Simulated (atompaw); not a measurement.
# u(r) = r·R(r): atom against pseudo-atom (promethium (Pm))

Columns: radius, all-electron u(r) and pseudo u(r) of the 4f shell (level -11.55 eV) of promethium in the configuration [Kr] 4d10 4f5 5s2 5p6 5d0 6s0.5 6p0; PBE, scalar-relativistic, PAW (atompaw) scheme, atompaw 4.2.0.5.

```
r (bohr)  all-electron  pseudo
   0.104        0.0612  0.0002
   0.208        0.3164  0.0038
   0.312        0.6120  0.0179
   0.415        0.8276  0.0508
   0.519        0.9462  0.1094
   0.623        0.9836  0.1940
   0.727        0.9686  0.2980
   0.831        0.9243  0.4083
   0.935        0.8659  0.5089
   1.038        0.8032  0.5843
   1.142        0.7400  0.6264
   1.246        0.6793  0.6326
   1.350        0.6223  0.6093
   1.454        0.5693  0.5679
   1.558        0.5205  0.5206
   1.662        0.4758  0.4758
   1.765        0.4353  0.4353
   1.869        0.3981  0.3981
   1.973        0.3641  0.3641
   2.077        0.3333  0.3333
   2.181        0.3053  0.3053
   2.285        0.2798  0.2798
   2.388        0.2569  0.2569
   2.492        0.2359  0.2359
   2.596        0.2167  0.2167
   2.700        0.1993  0.1993
```

(1) How many radial nodes do the two functions have?

(2) At about which radius was the pseudo-wave matched?

(3) Is the pseudo-wave norm-conserving?

Results:

(1) The all-electron 4f function has n − l − 1 = 0; the pseudo-wave has 0.

(2) 1.65 bohr, where the columns begin to agree (steps of 0.10 bohr).

(3) No, it belongs to a PAW set: the norm inside the radius is not constrained, and the difference is carried by the augmentation charge.
